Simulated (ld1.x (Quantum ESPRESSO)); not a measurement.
## Before and after: TM potential for tin

Sn (Z = 50), norm-conserving Troullier–Martins (Kleinman–Bylander form), made with ld1.x (Quantum ESPRESSO) 7.5 (BLYP, scalar-relativistic). Core [Kr], reference 4d10 5s2 5p2. Waves: 5s (bound): rc 1.45 bohr; 5p (bound): rc 1.85 bohr; 4d (bound): rc 0.90 bohr. Local part: all-electron potential smoothed inside 0.80 bohr (lloc = -1). Core correction: a·sin(br)/r model core inside 0.45 bohr.

All-electron outer shells of the reference configuration (BLYP, scalar-relativistic, ld1.x):

```
shell  level (eV)  outermost node (bohr)  outermost maximum (bohr)
   4s     -133.66                   0.40                      0.74
   4p      -89.43                   0.41                      0.79
   4d      -25.61                   0.39                      0.88
   5s      -10.47                   0.98                      2.01
   5p       -3.59                   1.09                      2.55
```

Change: all radii but the core radius scaled by about 0.87 (s 1.26, p 1.60, d 0.78 bohr); local potential all-electron potential smoothed inside 0.70 bohr (lloc = -1).

Cutoffs: the cutoffs (Ry, on a coarse ladder) from which the occupation-weighted sum of valence levels, in a spherical-Bessel basis at the reference potential, stays within 10 and 1 mRy of its value at 400 Ry; they do not see the model core or the augmentation charge, which bear on the density cutoff. Errors are all-electron minus pseudo energies relative to the spin-unpolarised reference configuration.

Q: Predict the effect on cutoff, ghosts and configuration errors.

A: Both files keep a bound ghost (p, s); of the 7 tests that both files solve, the error grows in 3 and shrinks in 3 by more than 15 % and 0.3 meV (median size 17.9 → 42.0 meV).

| quantity | base | changed |
| --- | --- | --- |
| cutoff, loose | 160 Ry | 300 Ry |
| cutoff, tight | 300 Ry | over 300 Ry |
| loose cutoff by channel (10 mRy a level) | s 90 Ry, p 25 Ry, d 90 Ry | s 140 Ry, p 55 Ry, d 200 Ry |
| bound ghosts | s, p | s, p |
| error for 4d10 5s2 5p1, meV [ΔE 6.80 eV] | -2.1 | -0.7 |
| error for 4d10 5s2 5p0, meV [ΔE 20.78 eV] | -18 | -8.1 |
| error for 4d10 5s1 5p0, meV [ΔE 51.87 eV] | -42 | -42 |
| error for 4d10 5s0 5p0, meV [ΔE 93.25 eV] | -55 | -184 |
| error for 4d9 5s2 5p3, meV [ΔE 24.36 eV] | -227 | -42 |
| error for 4d10 5s1 5p2, meV [ΔE 14.46 eV] | -1.4 | -16 |
| error for 4d10 5s0 5p4, meV [ΔE 14.30 eV] | -15 | -87 |

 A true bound ghost makes a file unfit for plane-wave use even where its test errors are small: the radial tests pick states by their node count and pass the ghost by.
